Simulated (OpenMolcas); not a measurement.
**Pt4+: effect of the metal basis**

Pt4+ with its 6 nearest fluoride ions at 1.889 Å, on the Ge site of Cs2GeF6 (a = 9.021 Å, distance in the model lattice 1.804 Å). The rest of the host is ab initio model potentials to 7.6 Å and point charges beyond; the distance is set by hand and nothing relaxes.

* Program: OpenMolcas
* Method: SS-CASPT2, IPEA 0.25 Eh, imaginary shift 0.1 Eh (closed shells correlated: 5s 5p and the ligand valence shells)
* Spin-orbit coupling: RASSI with atomic mean-field integrals over the reference wave functions

Fixed: ligand basis ANO-RCC-VDZP, active space 6 electrons in 5 orbitals (5d), DKH2 Hamiltonian.

States (labels of O, the rotations of Oh). Energies in cm-1 above the lowest state or level, χT in cm3 K/mol.

| Run | Metal basis | Ground state | First state of that spin | First gap with spin-orbit (degeneracies) | χT at 300 K | First state of another spin | Cost |
| --- | --- | --- | --- | --- | --- | --- | --- |
| A | ANO-RCC-VDZP | 1A1 | 1T1 33530 | 27250 (1, 2) | 0.012 | 2S+1 = 3: 29470 | roughly 4 core-minutes |
| B | ANO-RCC-VTZP | 1A1 | 33010 | 27340 (1, 2) | 0.013 | 2S+1 = 3: 30010 | roughly 6 core-minutes |

Costs are those of the CASPT2 steps.

Roots that are degenerate in the reference are averaged as groups; the widest CASPT2 spread within a group is 1000 cm-1 (the 3-fold group of multiplicity 3 near 29500 cm-1 above the lowest state of its run, A). Shifts and gaps below about the spread of the groups concerned are not significant. Over all roots computed the reference weight is 0.67 to 0.71 in A, 0.67 to 0.70 in B; a low but even weight reflects the number of correlated electrons. Ligand-to-metal charge-transfer states are missing. With no ligand orbital active B as a rule stays too high, so bands that hang on it stand too high and its fall with covalency is understated. With one d shell and no ligand orbital active, 10Dq can be off by a tenth or more. The least metal-like active orbital is 67 % on the metal (Löwdin) and no ligand orbital is active, so the numbers are rough, and ground spin, moment and any spin crossover can be artefacts of this space; highly charged d ions in such sites are as a rule low spin (holds for A). The least metal-like active orbital is 68 % on the metal (Löwdin) and no ligand orbital is active, so the numbers are rough, and ground spin, moment and any spin crossover can be artefacts of this space; highly charged d ions in such sites are as a rule low spin (holds for B). No measured value stands beside these numbers; the geometry was set by hand and not optimised.

A state without a sure symmetry label is named by its multiplicity alone.
